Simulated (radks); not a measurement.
Problem. The mean radii <r> (bohr) of the occupied orbitals of an atom or ion are listed with their occupations. Method: non-relativistic Kohn-Sham, exchange-only B88, spin-polarised, spherical densities, point nucleus; computed with a radial shooting solver on a logarithmic mesh with Libxc functionals.

| orbital | occ. | <r> |
|---|---|---|
| 1s up | 1 | 0.5821 |
| 1s down | 1 | 0.5810 |
| 2s up | 1 | 3.841 |

Name the element and its charge. Open shells, if any, are filled with parallel spins first.

Solution. Z = 3, lithium, charge 0: Li in [He] 2s1. The 1s radius gives Z: for a bare nucleus <r> = 1.5/Z, 0.5 bohr for Z = 3, and screening makes it slightly larger (0.5821 here). The occupations add up to 3, and the charge is Z minus that.
